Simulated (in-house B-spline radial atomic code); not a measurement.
Radial electron density of Mn4+, [Ar] (3d3/2)3. Level of theory: Dirac-Hartree-Fock, average of the jj configuration, Fermi nucleus of rms radius 3.7057 fm; calculated with an all-electron radial atomic-structure program (B-spline basis).

Columns: r (bohr), 4πr²n(r) (electrons per bohr), bar.

```
 0.00232   0.7066 #
 0.00277   0.9791 #
 0.00331    1.353 ##
 0.00395    1.855 ##
 0.00472    2.533 ###
 0.00564    3.434 #####
 0.00673    4.604 ######
 0.00804    6.118 ########
  0.0096    8.022 ###########
  0.0115    10.41 ##############
  0.0137    13.17 #################
  0.0163    16.29 #####################
  0.0195    19.78 ##########################
  0.0233    23.27 ###############################
  0.0278    26.42 ###################################
  0.0333    28.87 ######################################
  0.0397    30.08 ########################################
  0.0474    29.86 #######################################
  0.0566    28.29 #####################################
  0.0676    25.95 ##################################
  0.0808    23.87 ################################
  0.0964    23.25 ###############################
   0.115    24.77 #################################
   0.138    28.24 #####################################
   0.164    31.76 ##########################################
   0.196    33.33 ############################################
   0.234    31.12 #########################################
    0.28    25.17 #################################
   0.334       18 ########################
   0.399    12.67 #################
   0.476    11.15 ###############
   0.569     12.6 #################
   0.679    14.26 ###################
   0.811    13.82 ##################
   0.969    10.93 ##############
    1.16    6.947 #########
    1.38    3.632 #####
    1.65    1.495 ##
    1.97   0.4942 #
    2.35     0.13 
    2.81  0.02575 
    3.36 0.003664
```

On this grid the curve has 3 maxima, near 0.0397, 0.196, 0.679 bohr.

The 3p1/2 radial function P(r) = rR(r), positive near the nucleus, with its small component Q(r) (sign convention: Q ≈ (P' + κP/r)/2c):

```
r (bohr)         P          Q
 0.00232  0.001417   0.004604
 0.00331  0.002576   0.006422
 0.00472  0.004761    0.00889
 0.00673  0.008893    0.01218
  0.0096   0.01668    0.01646
  0.0137   0.03118     0.0218
  0.0195   0.05726    0.02797
  0.0278    0.1029    0.03444
  0.0397    0.1782    0.03988
  0.0566    0.2903    0.04206
  0.0808    0.4338    0.03832
   0.115     0.566    0.02686
   0.164    0.5933    0.00882
   0.234    0.3844  -0.009854
   0.334   -0.1231   -0.02057
   0.476   -0.7627   -0.01848
   0.679     -1.15  -0.008244
   0.969    -1.016  5.288e-05
    1.38   -0.5555   0.002124
    1.97   -0.1702   0.001038
    2.81   -0.0242  0.0001832
```
